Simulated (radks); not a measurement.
Question: Tl28+, configuration [Kr] 4d10 4f7. All-electron calculation, Dirac Kohn-Sham, PBE, spin-unpolarised, spherical densities, finite nucleus; open shells fill j = l - 1/2 first; Fermi nuclear charge, rms radius 5.4759 fm. Program: a radial shooting solver on a logarithmic mesh with Libxc functionals.

Spin-orbit splittings of the eigenvalues, e(l+1/2) - e(l-1/2), with zeta = 2 splitting/(2l+1) and mean radii in bohr:

| shell | occ. | splitting (eV) | zeta (eV) | <r> j=l-1/2 | <r> j=l+1/2 |
|---|---|---|---|---|---|
| 2p | 6 | 2066 | 1377 | 0.05589 | 0.06468 |
| 3p | 6 | 461.4 | 307.6 | 0.1670 | 0.1829 |
| 3d | 10 | 98.58 | 39.43 | 0.1590 | 0.1638 |
| 4p | 6 | 123.1 | 82.05 | 0.3788 | 0.4079 |
| 4d | 10 | ? | ? | 0.4044 | 0.4130 |
| 4f | 7 | 6.271 | 1.792 | 0.3961 | 0.3999 |

Estimate the 4d splitting.

Answer: 24.37 eV (zeta = 9.748 eV).
